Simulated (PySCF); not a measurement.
Al(Me)(H) (CH₄Al), SMILES [CH3][AlH], multiplicity 2. Coordinates come from a ωB97X-D3(BJ)/def2-TZVP optimisation. The spin state was assumed, not searched. The isomer is the one that the SMILES or the coordinates give; other isomers of the formula were not compared.

Method: ωB97X-D3(BJ)/def2-TZVP (PySCF).

Harmonic wavenumbers (cm⁻¹): 116, 464, 538, 631, 763, 1219, 1444, 1457, 1835, 3038, 3108, 3150. Rotational constants (GHz): 100.1, 11.36, 10.89; symmetry number 1.

### Question
Work out the zero-point energy and the ideal-gas rigid-rotor harmonic-oscillator thermochemistry at 298.15 K and 1 atm.

### Answer
ZPE = ½ Σ hcν = ½ × 17763 cm⁻¹ = 106.25 kJ/mol. H − E(el) = 119.88 kJ/mol. Entropy in J/(mol K): translation 155.66, rotation 86.99, vibration 21.78, spin 5.76, total 270.19. G − E(el) = 39.33 kJ/mol. Cp = 60.48 J/(mol K). Modes under 150 cm⁻¹ make the vibrational entropy uncertain.
